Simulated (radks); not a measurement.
Valence configurations of Rb I (all share [Kr]). Method: scalar-relativistic Kohn-Sham, LDA (Slater exchange, Perdew-Wang correlation), spin-polarised, spherical densities, finite nucleus; open shells are filled with parallel spins first (spin-orbit coupling, left out, can overturn this in heavy ions); Fermi nuclear charge, rms radius 4.2036 fm; computed with a radial shooting solver on a logarithmic mesh with Libxc functionals. Energies are relative to 5s1; eigenvalues in eV for spin up.

valence      E (eV)  moment (Bohr magnetons)   e(4d)   e(5p)   e(5s)
5s1           0.000                        1       -       -  -2.546
5p1           1.656                        1       -  -1.486       -
4d1           2.380                        1  -0.690       -       -
4d0.5 5s0.5   1.197                        1  -0.480       -  -2.860
5s0.5 5p0.5   0.823                        1       -  -1.230  -2.883

NIST lists [Kr] 5s1 as the ground configuration; this level of theory agrees among the configurations tried. The energies are those of spherical high-spin densities, not of single terms.
